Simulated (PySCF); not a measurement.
Electronic absorption of C5H11OP

C₅H₁₁OP.
SMILES: `CP(C)(=O)C1CC1`

Method: PySCF 2.14.0, density-fitted response routines, TDDFT PBE0/def2-SVPD, vertical, gas phase, core orbitals frozen in the response. Isolated species at its GFN2-xTB geometry (one conformer only). Torsions of this conformer, `[CH3:1][P:2]([CH3:3])(=[O:4])[CH:5]1[CH2:6][CH2:7]1`: C1–P2–C5–C6 -91°.

```csv
state,E (eV),E (kJ/mol),λ (nm),f,|μ| (D),symmetry,"main configurations (H = HOMO, L = LUMO)"
S1,7.02,677,176.7,0.033,1.12,A″,H→L (96%)
S2,7.10,685,174.7,0.020,0.87,A′,H-1→L (96%)
S3,7.66,739,161.9,0.0063,0.47,A″,"H→L+1 (80%), H→L+4 (13%)"
S4,7.73,746,160.3,0.0001,0.04,–,"H-1→L+1 (56%), H→L+2 (36%)"
S5,7.76,749,159.8,0.0008,0.16,–,H-1→L+2 (96%)
S6,7.77,750,159.5,0.028,0.97,A′,"H→L+2 (62%), H-1→L+1 (31%)"
S7,7.95,767,156.0,0.015,0.70,A″,"H→L+3 (75%), H→L+4 (9%), H→L+1 (8%)"
S8,7.99,771,155.2,0.023,0.87,A′,"H-1→L+3 (80%), H-1→L+4 (10%)"
```

Triplets, Tamm–Dancoff:

| state | E (eV) | λ (nm) | main configurations (H = HOMO, L = LUMO) |
| --- | --- | --- | --- |
| T1 | 6.86 | 180.7 | H→L (88%) |
| T2 | 6.94 | 178.6 | H-1→L (85%) |
| T3 | 7.45 | 166.3 | H→L+1 (55%), H→L+4 (24%) |

The lowest singlet lies at 7.02 eV (177 nm, vacuum ultraviolet) and is of moderate strength; its leading configuration is HOMO→LUMO (96%). The lowest level is also the most intense of those listed (f = 0.033). Löwdin shares by element: HOMO oxygen 60%, carbon 19% or more, phosphorus 13%; LUMO carbon 28% or more, hydrogen 21% or more (atoms not listed hold the other 51%). Weighted by f, the mean energy of these states is 7.52 eV. The listed states span 0.97 eV, and the widest gap between neighbours is 0.56 eV (S2 to S3). The oscillator strengths of these states sum to 0.126; summed over the whole spectrum of an exact calculation they would give the number of electrons, 64 (Thomas–Reiche–Kuhn). Symmetry labels in Cs follow from the direction of the transition dipole and are given only for states with f of 0.002 or more. Only the lowest 8 singlets were computed, as vertical energies without vibronic structure.
